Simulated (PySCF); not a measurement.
## ORD: SMILES C=C(C)/C(C)=C/C(F)(F)F, C7H9F3

Cartesian coordinates in Å; atom numbers follow the order of the lines, from 1:
```xyz
19

C    -2.3225    0.0844    0.6385
C    -1.2034   -0.4793    0.1516
C    -1.2227   -1.9002   -0.3345
C     0.0661    0.2796    0.0824
C     0.0744    1.6952    0.5806
C     1.1676   -0.3101   -0.4225
C     2.5098    0.3344   -0.5509
F     2.4988    1.4023   -1.3632
F     3.0001    0.7584    0.6240
F     3.3927   -0.5337   -1.0546
H    -3.2567   -0.4802    0.6884
H    -2.3535    1.1130    1.0008
H    -2.2195   -2.3421   -0.2058
H    -0.9593   -1.9637   -1.4025
H    -0.5010   -2.5244    0.2159
H    -0.2178    1.7313    1.6412
H     1.0551    2.1706    0.4832
H    -0.6542    2.3015    0.0209
H     1.1460   -1.3361   -0.7901
```

The calculation used TDDFT CAM-B3LYP/aug-cc-pVDZ circular dichroism and optical rotation, one conformer, gas phase (PySCF 2.14.0). Geometry: PBE0-D3(BJ)/def2-SVP.

No stereocentre is labelled: unless the shape is locked (an allene, a helicene, a hindered biaryl), the mirror image is equally populated and a measured rotation or CD is zero.

(1) What is the specific rotation at 633, 589.3, 546, 436, 405, 365, 355 nm?

(2) And for the mirror image at 589.3 nm?

(3) What is the molar rotation [Φ] = [α]·M/100 of the geometry above at 589.3 nm?

Results:

(1) [α] in deg dm⁻¹ (g/mL)⁻¹:
```csv
λ (nm),origin-invariant length gauge,modified velocity gauge,length gauge (centre of mass),isotropic polarisability (au)
633,-11.7,-11.4,-11.6,95.9
589.3,-14.0,-13.6,-13.9,96.5
546,-17.0,-16.5,-16.9,97.3
436,-32.0,-31.2,-31.8,100.6
405,-40.4,-39.4,-40.2,102.3
365,-57.9,-56.6,-57.7,105.5
355,-64.3,-62.9,-64.1,106.6
```

(2) +14.0 deg dm⁻¹ (g/mL)⁻¹ (origin-invariant length gauge): the same size and the opposite sign.

(3) With M = 150.14 g/mol, -21.0 deg cm² dmol⁻¹ (origin-invariant length gauge).

The first excitation lies at 5.51 eV (225 nm) with R = -2.2 × 10⁻⁴⁰ esu² cm² (velocity form).
